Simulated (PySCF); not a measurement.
Compound: C4H3ClO2S2.
Cartesian coordinates in Å at the GFN2-xTB level; atoms count from 1:
```xyz
12
C4H3ClO2S2 angstrom
O     -2.3795   -0.0220    1.8565
S     -2.0735   -0.1572    0.4719
O     -2.6080   -1.2449   -0.2764
Cl    -2.7070    1.5510   -0.4416
C     -0.3470   -0.0414    0.2274
C      0.3840   -0.5303   -0.8109
C      1.7486   -0.2049   -0.6743
C      1.9983    0.5226    0.4506
S      0.5812    0.8259    1.3727
H     -0.0458   -1.0984   -1.6145
H      2.5062   -0.4976   -1.3776
H      2.9438    0.8965    0.7902
```

Method used: TDDFT wB97X-D/def2-SVPD, vertical, gas phase, core orbitals frozen in the response in PySCF 2.14.0, density-fitted response routines.

```csv
state,E (eV),E (hartree),f,"main configurations (H = HOMO, L = LUMO)"
S1,5.15,0.1893,0.154,H→L (90%)
S2,5.47,0.2012,0.092,H-1→L (89%)
S3,5.82,0.2140,0.0015,"H-2→L (74%), H-2→L+1 (21%)"
S4,6.20,0.2278,0.032,"H→L+1 (66%), H-5→L (14%)"
S5,6.60,0.2427,0.0050,"H-4→L (72%), H-3→L (9%), H-4→L+1 (9%)"
S6,6.65,0.2442,0.0028,"H-1→L+2 (62%), H-1→L+3 (9%)"
S7,6.69,0.2459,0.032,"H-3→L (56%), H-5→L (18%)"
S8,6.71,0.2467,0.0024,"H→L+2 (42%), H-5→L (14%), H-1→L+1 (11%)"
```

Triplets (Tamm–Dancoff): T1 3.65 eV, H→L (77%), H→L+1 (10%); T2 4.21 eV, H-1→L (79%), H-1→L+1 (12%); T3 5.22 eV, H-2→L (66%), H-2→L+1 (28%).

The lowest singlet comes at 241 nm (497 kJ/mol) in the ultraviolet; it is strong; its leading configuration is HOMO→LUMO (90%). The lowest level is also the most intense of those listed (f = 0.154). Löwdin shares by element: HOMO carbon 69% or more, chlorine 9% (atoms not listed hold the other 22%); LUMO carbon 26% or more, chlorine 18%, sulfur 14% or more (atoms not listed hold the other 42%). Of the 8 states listed, 4 reach f = 0.01 and none stays under 0.0005. The oscillator strengths of these states sum to 0.322; summed over the whole spectrum of an exact calculation they would give the number of electrons, 92 (Thomas–Reiche–Kuhn). Orbital energies (eV): HOMO-3 -11.72, HOMO-2 -11.09, HOMO-1 -10.14, HOMO -9.86, LUMO -0.63, LUMO+1 0.66, LUMO+2 1.46. No computed singlet lies in the visible range (380 to 750 nm); the lowest, at 241 nm, stands 1.89 eV above its violet end (3.26 eV). Singlets were solved by full linear response, triplets in the Tamm–Dancoff approximation.

The run took 68 s on one thread of an Arm Neoverse V1, no GPU, on a shared host.

One conformer stands for the species.
